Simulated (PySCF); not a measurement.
# Partial charges of `CCC[SiH2]CC[SiH3]`

Compound: C5H16Si2.
Structure used (PBE0-D3(BJ)/def2-SVP), in Å, numbered top down from 1:
```
atom  x, y, z in Å
C1    -4.2785    0.4470    0.2640
C2    -2.8800    0.5768   -0.3211
C3    -1.8172   -0.1821    0.4723
Si4   -0.0654   -0.0271   -0.2076
C5     1.1518   -1.0012    0.8643
C6     2.5808   -1.1408    0.3256
Si7    3.5604    0.4653    0.1354
H8    -4.3156    0.8327    1.2957
H9    -5.0204    1.0051   -0.3281
H10   -4.6003   -0.6065    0.2956
H11   -2.6041    1.6444   -0.3791
H12   -2.8849    0.2171   -1.3650
H13   -2.0731   -1.2566    0.5175
H14   -1.8063    0.1655    1.5217
H15   -0.0131   -0.5438   -1.6154
H16    0.3240    1.4202   -0.2505
H17    1.1610   -0.5286    1.8631
H18    0.7079   -2.0016    1.0175
H19    3.1760   -1.7965    0.9856
H20    2.5763   -1.6399   -0.6598
H21    4.9944    0.1468   -0.1477
H22    3.0370    1.3035   -0.9866
H23    3.4890    1.2703    1.3957
```

Density: PBE0/pcSseg-1 (PySCF); schemes: Mulliken, IAO, Hirshfeld and ESP-fitted. The structure is a single PBE0-D3(BJ)/def2-SVP conformer in the gas phase; no vibrational or solvent corrections.

What partial charge does each atom carry?

In e:

```json
{"atom": "C1", "environment": "methyl carbon", "Mulliken": "-0.268", "IAO": "-0.405", "Hirshfeld": "-0.115", "ESP-fitted": "-0.412"}
{"atom": "C2", "environment": "chain CH2 carbon", "Mulliken": "-0.286", "IAO": "-0.234", "Hirshfeld": "-0.062", "ESP-fitted": "+0.330"}
{"atom": "C3", "environment": "sp3 carbon bound to silicon", "Mulliken": "-0.553", "IAO": "-0.530", "Hirshfeld": "-0.155", "ESP-fitted": "-0.306"}
{"atom": "Si4", "environment": "SiH2 silicon", "Mulliken": "+0.655", "IAO": "+0.747", "Hirshfeld": "+0.332", "ESP-fitted": "+0.387"}
{"atom": "C5", "environment": "sp3 carbon bound to silicon", "Mulliken": "-0.540", "IAO": "-0.525", "Hirshfeld": "-0.154", "ESP-fitted": "-0.161"}
{"atom": "C6", "environment": "sp3 carbon bound to silicon", "Mulliken": "-0.522", "IAO": "-0.523", "Hirshfeld": "-0.151", "ESP-fitted": "-0.179"}
{"atom": "Si7", "environment": "SiH3 silicon", "Mulliken": "+0.462", "IAO": "+0.579", "Hirshfeld": "+0.305", "ESP-fitted": "+0.358"}
{"atom": "H8", "environment": "methyl hydrogen", "Mulliken": "+0.110", "IAO": "+0.132", "Hirshfeld": "+0.037", "ESP-fitted": "+0.094"}
{"atom": "H9", "environment": "methyl hydrogen", "Mulliken": "+0.117", "IAO": "+0.137", "Hirshfeld": "+0.040", "ESP-fitted": "+0.093"}
{"atom": "H10", "environment": "methyl hydrogen", "Mulliken": "+0.110", "IAO": "+0.132", "Hirshfeld": "+0.037", "ESP-fitted": "+0.091"}
{"atom": "H11", "environment": "methylene hydrogen", "Mulliken": "+0.125", "IAO": "+0.128", "Hirshfeld": "+0.035", "ESP-fitted": "-0.045"}
{"atom": "H12", "environment": "methylene hydrogen", "Mulliken": "+0.125", "IAO": "+0.128", "Hirshfeld": "+0.035", "ESP-fitted": "-0.044"}
{"atom": "H13", "environment": "methylene hydrogen", "Mulliken": "+0.137", "IAO": "+0.136", "Hirshfeld": "+0.037", "ESP-fitted": "+0.072"}
{"atom": "H14", "environment": "methylene hydrogen", "Mulliken": "+0.138", "IAO": "+0.137", "Hirshfeld": "+0.037", "ESP-fitted": "+0.067"}
{"atom": "H15", "environment": "Si–H hydrogen", "Mulliken": "-0.084", "IAO": "-0.132", "Hirshfeld": "-0.087", "ESP-fitted": "-0.129"}
{"atom": "H16", "environment": "Si–H hydrogen", "Mulliken": "-0.074", "IAO": "-0.130", "Hirshfeld": "-0.085", "ESP-fitted": "-0.127"}
{"atom": "H17", "environment": "methylene hydrogen", "Mulliken": "+0.146", "IAO": "+0.140", "Hirshfeld": "+0.037", "ESP-fitted": "+0.055"}
{"atom": "H18", "environment": "methylene hydrogen", "Mulliken": "+0.145", "IAO": "+0.142", "Hirshfeld": "+0.038", "ESP-fitted": "+0.048"}
{"atom": "H19", "environment": "methylene hydrogen", "Mulliken": "+0.150", "IAO": "+0.146", "Hirshfeld": "+0.040", "ESP-fitted": "+0.061"}
{"atom": "H20", "environment": "methylene hydrogen", "Mulliken": "+0.150", "IAO": "+0.144", "Hirshfeld": "+0.039", "ESP-fitted": "+0.066"}
{"atom": "H21", "environment": "Si–H hydrogen", "Mulliken": "-0.086", "IAO": "-0.114", "Hirshfeld": "-0.080", "ESP-fitted": "-0.112"}
{"atom": "H22", "environment": "Si–H hydrogen", "Mulliken": "-0.072", "IAO": "-0.115", "Hirshfeld": "-0.078", "ESP-fitted": "-0.105"}
{"atom": "H23", "environment": "Si–H hydrogen", "Mulliken": "-0.084", "IAO": "-0.119", "Hirshfeld": "-0.081", "ESP-fitted": "-0.102"}
```

Mean size of the charges over all atoms: IAO 0.246 e, Mulliken 0.223 e, ESP-fitted 0.150 e, Hirshfeld 0.091 e. Each set sums to the total charge, 0, to within 0.001 e. The ESP scheme is a least-squares fit of atom-centred charges to the potential on four shells outside the van der Waals surface, with the total charge fixed. The IAO scheme counts the electrons in orthogonalised intrinsic atomic orbitals, a minimal basis polarised so that it spans the occupied orbitals exactly.

Lowest charge. The schemes don't all agree: Mulliken C3 (-0.553); IAO C3 (-0.530); Hirshfeld C3 (-0.155); ESP-fitted C1 (-0.412).

Highest charge. All schemes agree: Mulliken Si4 (+0.655); IAO Si4 (+0.747); Hirshfeld Si4 (+0.332); ESP-fitted Si4 (+0.387).

How closely do the schemes follow one another over all atoms?

Correlation coefficient and root-mean-square difference: Mulliken with IAO 0.99, 0.049 e; IAO with Hirshfeld 0.96, 0.197 e; Mulliken with Hirshfeld 0.93, 0.180 e; Hirshfeld with ESP-fitted 0.81, 0.115 e; IAO with ESP-fitted 0.79, 0.198 e; Mulliken with ESP-fitted 0.72, 0.199 e.

Sum the charges by element.

```json
{"element": "C", "atoms": "5", "Mulliken": "-2.170", "IAO": "-2.217", "Hirshfeld": "-0.638", "ESP-fitted": "-0.727"}
{"element": "Si", "atoms": "2", "Mulliken": "+1.116", "IAO": "+1.325", "Hirshfeld": "+0.636", "ESP-fitted": "+0.745"}
{"element": "H", "atoms": "16", "Mulliken": "+1.053", "IAO": "+0.892", "Hirshfeld": "+0.001", "ESP-fitted": "-0.018"}
```

How many electrons does the Hirshfeld scheme count on C2?

Z − q = 6 − (-0.062) = 6.062.
